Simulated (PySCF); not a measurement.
Be(iPr)(SeH) (C₃H₈BeSe), SMILES C[CH](C)[Be][SeH].

Geometry: ωB97X-D3(BJ)/def2-SVP. One conformer was computed; it need not be the lowest.

Two levels are set side by side: TDDFT-PBE/def2-SVPD (PySCF) and TDDFT-ωB97X/def2-SVPD (PySCF). Vertical, same geometry. The lowest singlet is HOMO→LUMO 99 % with PBE and HOMO→LUMO 83 % with the other functional; states are paired by order. Differences are taken from unrounded values.

```csv
quantity,TDDFT-ωB97X
lowest singlet excitation (eV),5.24
lowest triplet excitation (TDA) (eV),4.97
first bright state (f over 0.05) (eV),6.00
its oscillator strength,0.05
```

**Question.** What does TDDFT-PBE give, and how far is it from TDDFT-ωB97X? (An estimate is asked for; the answer gives what the named calculation found.)

**Answer.** 
| quantity | TDDFT-PBE | TDDFT-PBE minus TDDFT-ωB97X |
|---|---|---|
| lowest singlet excitation (eV) | 4.57 | -0.67 |
| lowest triplet excitation (TDA) (eV) | 4.35 | -0.62 |
| first bright state (f over 0.05) (eV) | 5.71 | -0.29 |
| its oscillator strength | 0.17 | 0.12 |

A lower first singlet is the usual sign of a functional without exact exchange. Differences between two approximate levels are no errors against the true value.

Rough cost on one machine, each run with all the roots and properties that it gave: TDDFT-ωB97X against TDDFT-PBE about 10 times.
